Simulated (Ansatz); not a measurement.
Start from `[CH3][Ga]([Cl])[N]=C=O` and change one atom or group to get `O=C=[N][Ga]([Cl])[Cl]`.

Ansatz, PBE0-D4/def2-TZVP geometries, multiplicity 1. Each molecule was computed in one conformer, which needn't be the lowest.

Scalar relativity is left out up to krypton.

```
                           property  `[CH3][Ga]([Cl])[N]=C=O`
LUMO energy (B3LYP/def2-TZVPP) / eV                     -1.59
HOMO energy (B3LYP/def2-TZVPP) / eV                     -8.36
  LUMO energy (PBE/def2-TZVPP) / eV                     -2.10
HOMO–LUMO gap (PBE/def2-TZVPP) / eV                      5.12
 LUMO energy (PBE0/def2-TZVPP) / eV                     -1.31
 HOMO energy (PBE0/def2-TZVPP) / eV                     -8.62
```

Q: Give the same properties after the change, and the shifts. (Best estimate.)

A: Ansatz gave: 
```
                           property  `O=C=[N][Ga]([Cl])[Cl]`  shift
LUMO energy (B3LYP/def2-TZVPP) / eV                    -2.09  -0.50
HOMO energy (B3LYP/def2-TZVPP) / eV                    -8.94  -0.58
  LUMO energy (PBE/def2-TZVPP) / eV                    -2.71  -0.61
HOMO–LUMO gap (PBE/def2-TZVPP) / eV                     5.09  -0.03
 LUMO energy (PBE0/def2-TZVPP) / eV                    -1.76  -0.45
 HOMO energy (PBE0/def2-TZVPP) / eV                    -9.21  -0.59
```

With PBE0 the HOMO falls by 0.59 eV and the LUMO falls by 0.45 eV, so the gap widens by about 0.14 eV. PBE moves the HOMO by -0.58 eV and ωB97M-V by -0.59 eV.

B3LYP here is the variant with VWN-RPA as its local correlation; programs differ in this.

Positive LUMOs are unbound, so they and the gaps depend on the basis.
